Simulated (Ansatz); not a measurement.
Ansatz (a program for electronic structure) input (BHLYP/def2-TZVPD):

Ansatz 0.2 input:
```yaml
crystal:
  periodic: [false, false, false]
  atoms:
    - {symbol: Br, position_ang: [1.48281228, 0.27214158, 0.11492239]}
    - {symbol: C, position_ang: [-0.40540875, -0.01641614, -0.03416932]}
    - {symbol: C, position_ang: [-1.40059263, 0.89345470, -0.16308932]}
    - {symbol: C, position_ang: [-2.59021478, 0.09244131, -0.22766688]}
    - {symbol: C, position_ang: [-2.30234565, -1.26131867, -0.13867731]}
    - {symbol: O, position_ang: [-0.85419155, -1.27752640, -0.01307350]}
    - {symbol: H, position_ang: [-1.27898829, 1.96488434, -0.20339725]}
    - {symbol: H, position_ang: [-3.59453812, 0.48140437, -0.33268135]}
basis:
  gaussian:
    orbitals: def2-TZVPD
hamiltonian:
  xc: {name: BHLYP}
total_charge: -1
output: {forces: true}
```

End of the output:

```
integrals: 0.25 GiB planned
1721 factors; their error is unknown
0.43 GiB of the device are held for the grids
1.74 GiB of device memory are held for the factors and their scratch space
mean field: 1.78 GiB planned
mean field evaluation 1: about -76264.8227 eV, gradient 4.5e1 eV
mean field evaluation 2: about -76259.6385 eV, gradient 6.5e1 eV
mean field evaluation 4: about -76269.8014 eV, gradient 5.1e0 eV
mean field evaluation 8: about -76269.8639 eV, gradient 1.7e-1 eV
mean field evaluation 16: about -76270.5392 eV, gradient 7.4e-3 eV
mean field -76270.53915182 eV, -2802.8906158012 hartree, gradient 3.9e-5 eV, S^2 0.000000; 0 other end points of the search recorded, 0 dependent functions left out
the calculation of the forces begins
reference -76270.53933806 eV, -2802.8906226453 hartree; 35, 35 occupied and 228, 228 virtual orbitals, 1721 factors
Total energy: -76270.53933806 eV, -2802.8906226453 hartree
Atom 0 at     1.482812     0.272142     0.114922 Å, force    -0.490544    -0.106936    -0.037217 eV/Å
Atom 1 at    -0.405409    -0.016416    -0.034169 Å, force    -0.435294    -0.072641    -0.034080 eV/Å
Atom 2 at    -1.400593     0.893455    -0.163089 Å, force     0.456979    -0.482090     0.062246 eV/Å
Atom 3 at    -2.590215     0.092441    -0.227667 Å, force     0.076350    -0.367920     0.024023 eV/Å
Atom 4 at    -2.302346    -1.261319    -0.138677 Å, force     0.438029     0.629682     0.007910 eV/Å
Atom 5 at    -0.854192    -1.277526    -0.013074 Å, force    -0.276665     0.802530    -0.061893 eV/Å
Atom 6 at    -1.278988     1.964884    -0.203397 Å, force    -0.038096    -0.287780     0.010358 eV/Å
Atom 7 at    -3.594538     0.481404    -0.332681 Å, force     0.269240    -0.114845     0.028654 eV/Å
Dipole moment:     1.389066     1.023493     0.071224 e Å
```

It need not be the lowest isomer of its formula. Whether it binds its extra electron was not tested at this geometry.
